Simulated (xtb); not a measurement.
SnCl₃, SMILES [Sn+]([Cl])([Cl])[Cl], charge +1. All values are semi-empirical tight-binding results from xtb (GFN2-xTB unless named), good for trends rather than for accurate numbers. Coordinates come from a GFN2-xTB optimisation. The multiplicity is an assumed one; other spin states were not compared. The isomer is the one that the SMILES or the coordinates give; other isomers of the formula were not compared.

Optimised geometry:

Bond lengths (Å): Sn1–Cl2 2.280, Sn1–Cl3 2.280, Sn1–Cl4 2.280. Bond angles (°): Cl2–Sn1–Cl3 120.0, Cl2–Sn1–Cl4 120.0, Cl3–Sn1–Cl4 120.0.
Charge +1, spin multiplicity 1.

For metal compounds this method's bond lengths and energies can be far off.

```json
{
 "point_group_as_xtb_finds_it": "D3h",
 "orbital_gap": "2.24 eV",
 "zero_point_energy": "1.7 kcal/mol",
 "G − E(el) at 298.15 K (modified RRHO)": "-18.4 kcal/mol"
}
```

Problem. Give the atomic charges and the Wiberg bond orders between heavy atoms. (The exact figures need the calculation; the answer reports its results.)

Solution. charges (e) Sn1 0.52, Cl2 0.16, Cl3 0.16, Cl4 0.16. Bond orders Sn1–Cl2 1.02, Sn1–Cl3 1.02, Cl2–Cl3 0.30, Sn1–Cl4 1.02, Cl2–Cl4 0.30, Cl3–Cl4 0.30.
